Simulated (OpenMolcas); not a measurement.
**Ne⁺: from RASSCF to RASPT2**

```
Program             : OpenMolcas 26.06
Basis               : ANO-RCC [8s7p4d3f2g]
Scalar Hamiltonian  : DKH2, point nucleus
Active space        : 7 electrons in 9 orbitals (RAS2 2s 2p; RAS3 3d, at most 2 electrons)
State averaging     : 2S+1 = 2 odd, 3 roots; 2S+1 = 2 even, 1 root
Spin-orbit coupling : state interaction with AMFI integrals over the reference wave functions, term energies averaged over their components
```

Methods on the same reference wave functions:
A. RASSCF
B. SS-RASPT2, IPEA 0.25 Eh, imaginary shift 0.1 Eh (closed shells correlated: 1s)

Energies in cm-1 above 2s2 2p5 2P* 3/2, the measured ground level; measured values from NIST Handbook of Basic Atomic Spectroscopic Data.

```json
{"Level": "2s2 2p5 2P* 3/2", "A": "0.0", "B": "0.0", "Measured": "0.0"}
{"Level": "2s2 2p5 2P* 1/2", "A": "773", "B": "773", "Measured": "780"}
{"Level": "2s 2p6 2S 1/2", "A": "223153", "B": "218373", "Measured": "217048"}
```

Deviations, from unrounded energies. A percentage is the sum of absolute deviations over the sum of measured energies, with the sign that they share, or ± where signs differ.

```tsv
Against measurement	Levels	A	B
mean absolute deviation (cm-1)	2	3100	670
fine structure of the ground term (%)	1	-0.9	-0.9
other configurations (%)	1	+2.8	+0.6
```

B lies closest to measurement on these levels. The largest miss of B in the table is 2s 2p6 2S 1/2, by +1300 cm-1. The ranking rests on the paired levels alone, and a cruder setting can come out closer through cancelling errors.

The lowest spin-free term lies below A's lowest term by 0.200 hartree in B.

Active for correlation alone: 3d; no level in the range computed is led by a configuration that fills it, so any true level of that kind is missing. Without dynamic correlation excited terms often stand tens of per cent too high (terms of higher spin than the ground term too low), and those without a measured partner can miss by more than the paired ones (holds for A). Measured partners are found by configuration, term and J. A level has none where our copy of the source lacks it or the pairing is in doubt (some pairs that miss far off the trend of their configuration count as doubtful), and it then counts in no deviation. Only configurations of the active space appear.

* marks odd parity.
